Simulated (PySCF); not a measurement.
Mayer bond orders and bond lengths

Species: C5H6S2.
Atom-mapped SMILES: `[CH3:1][S:2][c:3]1[cH:4][cH:5][s:6][cH:7]1` (hydrogens: H8, H9, H10 on C1; H11 on C4; H12 on C5; H13 on C7)

Geometry (PBE0-D3(BJ)/def2-SVP, Å), atoms numbered from 1 in this order:
```
atom  x, y, z in Å
C1     2.4279    0.2279   -0.2096
S2     1.3121   -1.1715   -0.3765
C3    -0.2448   -0.4064   -0.1151
C4    -1.4466   -1.1836   -0.1628
C5    -2.5638   -0.4293    0.0626
S6    -2.1804    1.2204    0.3346
C7    -0.4959    0.9203    0.1466
H8     3.4414   -0.1669   -0.3614
H9     2.3658    0.6722    0.7951
H10    2.2263    0.9944   -0.9728
H11   -1.4665   -2.2568   -0.3572
H12   -3.6003   -0.7634    0.0830
H13    0.2135    1.7392    0.2407
```

Bond orders from the PBE0/pcSseg-1 density (PySCF). Isolated species at its PBE0-D3(BJ)/def2-SVP geometry (one conformer only).

Q: Where do the orders between heavy atoms depart from those drawn in the SMILES?

A: The largest departure is 0.353, at S6–C7 (drawn aromatic, 1.147), counting aromatic bonds as 1.5. The bonds drawn aromatic range from 1.15 to 1.59.

Q: Set the Mayer orders of the bonds between heavy atoms beside their lengths.

A: 
| bond | drawn as | length (Å) | Mayer order |
| --- | --- | --- | --- |
| C1–S2 | single | 1.798 | 1.012 |
| S2–C3 | single | 1.754 | 1.046 |
| C3–C4 | aromatic | 1.432 | 1.216 |
| C4–C5 | aromatic | 1.367 | 1.595 |
| C5–S6 | aromatic | 1.715 | 1.183 |
| S6–C7 | aromatic | 1.721 | 1.147 |
| C7–C3 | aromatic | 1.375 | 1.502 |

By pair of heavy elements: C–S: lowest C1–S2 (1.012, 1.798 Å), highest C5–S6 (1.183, 1.715 Å). C–C: lowest C3–C4 (1.216, 1.432 Å), highest C4–C5 (1.595, 1.367 Å).

Q: And the bonds to hydrogen?

A: C–H: 0.94 to 0.97 (6 bonds).

Q: Sum the orders of all bonds at each heavy atom with more than one neighbour and set the sums beside the valence in the SMILES.

A: C1 3.844 (drawn 4), S2 2.058 (drawn 2), C3 3.764 (drawn 4), C4 3.785 (drawn 4), C5 3.728 (drawn 4), S6 2.330 (drawn 2), C7 3.611 (drawn 4). Orders between atoms that aren't bonded are not in these sums.

The Mayer order sums products of elements of PS (density times overlap matrix) between the two atoms' basis functions, so it depends on the basis set.
